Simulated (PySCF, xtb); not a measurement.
CuH4OP, SMILES [OH][Cu]<-[PH3], multiplicity 1.

GFN2-xTB in xtb at its own geometry gives an orbital gap of 2.87 eV and a dipole moment of 5.77 D.

The structure is a stationary point at PBE0-D3(BJ)/def2-SVP. The multiplicity is an assumed one; no other spin state was optimised. The structure was generated by enumeration; whether it is a known compound was not checked. Other conformers were not sampled.

Q: What does ωB97X/def2-TZVPD (PySCF) give? (An estimate is asked for; the answer gives what the named calculation found.)

A: gap 9.93 eV (levels -8.85 and 1.08 eV), dipole 6.48 D.
